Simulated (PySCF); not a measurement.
A calculated (PBE, PySCF 2.14, aug-cc-pVDZ, the non-relativistic Hamiltonian (point nucleus)) atom or ion has these occupied shells.

| shell | electrons | orbital energy (eV) | rms radius, mean of both spins (bohr) |
| --- | --- | --- | --- |
| 1s α | 1 | -8122.9 | 0.0634 |
| 1s β | 1 | -8122.8 | 0.0634 |
| 2s α | 1 | -963.66 | 0.269 |
| 2s β | 1 | -962.49 | 0.269 |
| 2p α | 3 | -841.29 | 0.240 |
| 2p β | 3 | -840.41 | 0.240 |
| 3s α | 1 | -108.95 | 0.806 |
| 3s β | 1 | -106.53 | 0.806 |
| 3p α | 3 | -71.585 | 0.851 |
| 3p β | 3 | -69.204 | 0.851 |
| 3d α | 5 | -10.014 | 1.17 |
| 3d β | 3 | -8.405 | 1.17 |
| 4s α | 1 | -5.682 | 3.10 |
| 4s β | 1 | -5.329 | 3.10 |

Problem. Name the element and its charge.

Solution. Ni (nickel, neutral), in [Ar] 3d8 4s2, high-spin 3F determinant.
